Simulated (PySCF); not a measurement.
Compound: (NaF)2 ring, Na2F2.
Cartesian coordinates in Å at the PBE0-D3(BJ)/def2-SVP level; atoms count from 1:
```
atom  x, y, z in Å
Na1   -0.0319   -1.3092    0.5137
F2    -1.1048    0.3781    0.8937
Na3    0.0307    1.3088   -0.5150
F4     1.1061   -0.3777   -0.8924
```

Theory: TDDFT PBE0/def2-SVPD, vertical, gas phase, core orbitals frozen in the response in PySCF 2.14.0, density-fitted response routines.

Transition dipole moments from the ground state, in atomic units and in the frame of the coordinates above (overall signs are arbitrary), for the states with f of 0.002 or more among the lowest 10:

| state | E (hartree) | μx | μy | μz |
| --- | --- | --- | --- | --- |
| S1 | 0.2215 | -0.362 | 0.124 | 0.294 |
| S3 | 0.2325 | -0.386 | -0.154 | -0.412 |
| S7 | 0.2429 | -0.017 | -0.739 | 0.291 |
| S10 | 0.2564 | -0.103 | 0.035 | 0.083 |

Work out the oscillator strengths.

f = (2/3) ΔE |μ|² with ΔE in hartree (27.2114 eV).

```tsv
state	|μ|² (au)	|μ| (D)	f
S1	0.233	1.23	0.034
S3	0.342	1.49	0.053
S7	0.630	2.02	0.102
S10	0.019	0.35	0.003
```

All atoms lie in one plane. Which transitions are polarised in it and which across it?

In the plane: S1, S7 and S10. Perpendicular: S3. In-plane polarisation joins two orbitals of the same parity under reflection in the plane (π with π, or σ with σ, in-plane lone pairs counted as σ); perpendicular polarisation joins orbitals of opposite parity.

What angle do the transition dipoles of S1 and S3 make?

|cos θ| = |μa·μb| / (|μa| |μb|) = 0.00, so θ ≈ 90° (taken between 0 and 90°, since the signs are arbitrary).

How is the summed strength of these states shared among x, y and z?

(2/3) Σ ΔE μα² gives 0.044 for x, 0.094 for y and 0.054 for z, 0.193 in all.

What peak molar absorption coefficient would the strongest computed level give as a lone Gaussian band 0.4 eV wide at half height?

ε(max) = 2.175×10⁸ f / FWHM, with the width in cm⁻¹. S7: 2.175×10⁸ × 0.1021 / 3226 ≈ 6900 L mol⁻¹ cm⁻¹.

The vertical ionisation energy (ΔSCF) is 10.30 eV, 3.32 eV above S10.
